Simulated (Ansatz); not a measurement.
All numbers were calculated with Ansatz.

A structure relaxed at PBE0-D4/def2-TZVP, charge 0, multiplicity 1:

Cartesian coordinates in Å:
```
C -1.953 -0.584 -0.048
C -1.102 0.366 0.340
C 0.343 0.337 0.133
C 1.094 1.360 0.575
Al 1.342 -1.086 -0.755
H -1.613 -1.477 -0.564
H -3.016 -0.499 0.138
H -1.498 1.243 0.855
H 0.657 2.218 1.088
H 2.172 1.384 0.446
H 0.664 -2.388 -1.360
H 2.912 -0.873 -0.846
```

Q: Give its formula and SMILES.

A: C4H7Al, `C=C[C](=C)[AlH2]`.

Q: Point group (tolerance 0.08 Å, 0.16 Å for H)?

A: Cs.

Q: Summarise the bond lengths by kind.

A: 3 × C–C 1.333 to 1.460 Å; 5 × C–H 1.083 to 1.091 Å; 1 × Al–C 1.952 Å; 2 × Al–H 1.587 to 1.588 Å.
